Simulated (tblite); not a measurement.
Isomers of C5H9N3S. Method: GFN2-xTB as coded in tblite; computed harmonic values from a numerical Hessian at the method's own geometry, unscaled. Against measured fundamentals such values can be off by several per cent, at times by over 20. One conformer each.

Electronic energies: GFN2-xTB at the same geometries; isomer energies are rough at this level and their order can be wrong.

```
        SMILES  electronic energy, lowest = 0 (kcal/mol)
 CSc1nnc(C)n1C                                       0.0
CCc1n[nH]nc1SC                                      18.8
 CSc1nn(C)nc1C                                      11.4
```

Question: How do GFN2-xTB zero-point energies change the relative energies?

Answer: 
```
        SMILES  ZPE (kcal/mol)  of it from modes above 1550 cm⁻¹  electronic (kcal/mol)  with ZPE, lowest = 0 (kcal/mol)  lowest mode (cm⁻¹)  rings
 CSc1nnc(C)n1C            87.8                              41.2                    0.0                              0.0                  34      1
 CSc1nn(C)nc1C            87.6                              39.0                   11.4                             11.2                  33      1
CCc1n[nH]nc1SC            88.7                              39.6                   18.8                             19.7                  39      1
```

The zero-point energies span 1.1 kcal/mol, from `CSc1nn(C)nc1C` to `CCc1n[nH]nc1SC`. The order is unchanged.
